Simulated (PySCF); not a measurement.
A structure optimised at ωB97X-D3(BJ)/def2-SVP, used in a PySCF frequency run:

```
O
C 1 1.3987
H 2 1.1045 1 110.43
H 2 1.1046 3 107.63 1 120.67
H 2 1.1062 3 107.89 4 116.15
Al 1 1.6884 2 136.15 3 -121.80
N 6 1.7567 1 120.97 2 179.65
H 7 1.0137 6 124.65 1 179.97
H 7 1.0140 8 110.64 6 179.96
Cl 6 2.1002 1 119.27 2 -0.28
```
Charge 0, spin multiplicity 1.

### Question
Write its SMILES and formula.

### Answer
C[O][Al]([NH2])[Cl], CH5AlClNO

### Question
What are its rotational constants (standard atomic weights)?

### Answer
3.4111, 2.3606, 1.4076 GHz
